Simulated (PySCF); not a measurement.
Rows and methods have been separated. Pair them.

Species: potassium fluoride, KF.
Bonds: F1–K2.

The closed-shell ground state was solved 4 times with PySCF (density fitting, gas phase), always with PBE0, in these basis sets: 6-31G*, def2-SVP, def2-SVPD and def2-TZVP. Isolated species at its PBE0-D3(BJ)/def2-SVP geometry, gas phase.

| row | total energy (Eh) | HOMO (eV) | LUMO (eV) | dipole (D) |
| --- | --- | --- | --- | --- |
| P | -699.4012 | -6.49 | -1.02 | 8.59 |
| Q | -699.5891 | -6.39 | -1.01 | 8.27 |
| R | -699.4995 | -6.08 | -1.06 | 7.61 |
| S | -699.3745 | -5.69 | -1.07 | 7.78 |

Task: Which basis belongs to which row?

Result: P = def2-SVPD, Q = def2-TZVP, R = 6-31G*, S = def2-SVP. From the lowest total energy up: def2-TZVP (64 functions) 0 eV; 6-31G* (46 functions) +2.44 eV; def2-SVPD (50 functions) +5.11 eV; def2-SVP (38 functions) +5.84 eV.
